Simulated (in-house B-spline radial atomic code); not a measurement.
Ionising the hafnium ion Hf³⁺ with different functionals

Computed with an all-electron radial atomic-structure program (B-spline basis): scalar-relativistic (spin-free X2C) Hamiltonian, Fermi nucleus of rms radius 5.347 fm, spin-polarised at highest spin, spherical fractional occupations for the functionals, and exact exchange of hybrids averaged over the configuration. The ionisation energy is the difference of two self-consistent energies, [Xe] 4f14 5d1 → [Xe] 4f14, without Breit or QED terms; ε is the level of the shell that loses the electron (its least bound occupied spin orbital). There is no spin-orbit coupling in this Hamiltonian.

```
   method                    rung  ΔSCF (eV)  -ε(5d) (eV)
     PBE0           global hybrid          ?            ?
    B3LYP           global hybrid      33.17        28.74
    TPSSh           global hybrid      32.85        27.89
   M06-2X           global hybrid      33.05        30.62
BHandHLYP           global hybrid      32.99        30.29
  r2SCAN0           global hybrid      32.71        28.77
    B97-1           global hybrid      32.83        28.45
    HSE06  range-separated hybrid      32.98        28.49
    wB97X  range-separated hybrid      32.55        31.09
CAM-B3LYP  range-separated hybrid      33.19        30.49
  LC-wPBE  range-separated hybrid          ?            ?
```

Q: What does PBE0 give?

A: ΔSCF 32.99 eV, and -ε(5d) = 28.91 eV.

Q: What does LC-wPBE give?

A: ΔSCF 33.00 eV, and -ε(5d) = 31.81 eV.

Q: Among the functionals, which spreads more, the ΔSCF values or the orbital energies?

A: The orbital energies: ΔSCF values span about 0.64 eV and the orbital energies 3.93 eV; here energy differences depend much less on the functional than eigenvalues do.

Q: How do they compare with the NIST value?

A: NIST lists 33.37 eV ± 0.025 (semi-empirical, ground level to ground level). Errors run from -0.82 to -0.18 eV; CAM-B3LYP is closest (-0.18 eV), though others lie within the uncertainty of it, and part of that can be cancellation, since the calculations leave out spin-orbit coupling, Breit-QED terms, multiplet and fine-structure energies.
